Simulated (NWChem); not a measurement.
Species: P₂H₃, doublet; SMILES [PH]P

```xyz
5

P     -0.0727    -1.1552    -0.1448
P     -0.0143     1.0472    -0.1017
H      1.3670    -1.2253    -0.0204
H      0.5597     1.2551     1.2050
H     -1.3734     1.2428     0.3266
```
Atoms are numbered in this order, from 1.

All runs: NWChem. Spin-unrestricted. All runs use the structure optimised with PBE-D3(BJ)/def2-SVP, spin-unrestricted. No stability test was run on the SCF state. Fermi-contact couplings, non-relativistic, static geometry.

For level TPSSh/IGLO-II:

```
Item                     Result
-----------------------  ------
A(iso) 31P atom 1 (MHz)   169.7
A(iso) 31P atom 2 (MHz)     226
A(iso) 1H atom 3 (MHz)    -27.3
A(iso) 1H atom 4 (MHz)     89.5
```

**Question.** How do the values read with level PBE0/IGLO-II instead?

**Answer.** 
| Property | Value |
|---|---|
| A(iso) 31P atom 1 (MHz) | 83.7 |
| A(iso) 31P atom 2 (MHz) | 210 |
| A(iso) 1H atom 3 (MHz) | -36.0 |
| A(iso) 1H atom 4 (MHz) | 81.9 |
